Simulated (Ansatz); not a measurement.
Isolated molecules relaxed with PBE0-D4/def2-TZVP in Ansatz; ΔE leaves out vibrations. CBS: MP2 limit from def2 TZ/QZ plus the TZ coupled-cluster correction, frozen cores. DFT in def2-TZVPP. HSE06 is defined as in plane-wave codes. Elements past krypton have def2 core potentials. For In outer-core shells are correlated without core-valence functions, which leaves a few kJ/mol of doubt a bond. Each species was taken in one conformer, which may not be the lowest.

`Cl[Si](Cl)(Cl)Cl` + `[CH3][In]([SH])[Cl]` → `C[Si](Cl)(Cl)Cl` + `[SH][In]([Cl])[Cl]`  (redistribution)

`Cl[Si](Cl)(Cl)Cl`:

```xyz
5

Cl    1.003    0.333    1.723
Si    0.000    0.000    0.000
Cl   -1.984    0.218    0.323
Cl    0.605    1.327   -1.400
Cl    0.375   -1.879   -0.646
```

`[CH3][In]([SH])[Cl]`:

Z-matrix (Å, degrees):
```
C
In 1 2.129
H 1 1.089 2 109.0
H 1 1.090 2 109.4 3 120.2
H 1 1.090 2 109.6 3 -120.4
S 2 2.374 1 130.2 3 177.2
Cl 2 2.345 1 119.2 3 -2.9
H 6 1.344 2 92.2 1 180.0
```

`C[Si](Cl)(Cl)Cl`:

```xyz
8

C     0.040    0.683    0.797
Si   -0.030   -0.514   -0.600
Cl    1.057    0.166   -2.185
Cl    0.725   -2.322   -0.036
Cl   -1.954   -0.789   -1.215
H     1.074    0.821    1.118
H    -0.366    1.647    0.483
H    -0.546    0.308    1.639
```

`[SH][In]([Cl])[Cl]`:

```xyz
5

S     0.019    0.466    1.846
In    0.038   -0.430   -0.330
Cl    0.303   -2.684   -0.715
Cl   -0.210    0.931   -2.179
H    -0.151    1.717    1.379
```

| level | ΔE (kJ/mol) | difference from CCSD(T)/CBS |
| --- | --- | --- |
| PBE-D4 | -38.7 | 3.0 |
| r2SCANh-D4 | -44.5 | -2.8 |
| BHLYP-D4 | -50.3 | -8.6 |
| B2PLYP | -43.5 | -1.8 |
| revPBE | -40.4 | 1.3 |
| PBE0 | -43.7 | -2.0 |
| r2SCAN0 | -45.9 | -4.2 |
| HSE06 | -43.7 | -2.0 |
| BHLYP | -51.8 | -10.1 |
| CAM-B3LYP | -46.5 | -4.8 |
| HF/def2-SVP | -70.3 | -28.6 |
| MP2/def2-SVP | -53.2 | -11.5 |
| CCSD(T)/def2-SVP | -54.7 | -13.0 |
| HF/def2-TZVPP | -64.6 | -22.9 |
| MP2/CBS(def2) | -35.8 | 5.9 |
| CCSD/CBS(def2) | -44.1 | -2.4 |
| CCSD(T)/CBS | -41.7 | 0 |

Largest T1 diagnostic among the species: 0.013.

Leaving LDA and LC-ωPBE aside and taking each functional with its dispersion term where it has one, the values, not all of them listed here, spread over 11.9 kJ/mol, from BHLYP-D4 to revPBE-D4. LDA lies +4.5 kJ/mol from PBE without D4. In def2-TZVPP, CCSD(T) changes the Hartree–Fock value by +22.7 kJ/mol (the triples alone add +2.4 kJ/mol) and MP2 by +28.6 kJ/mol.
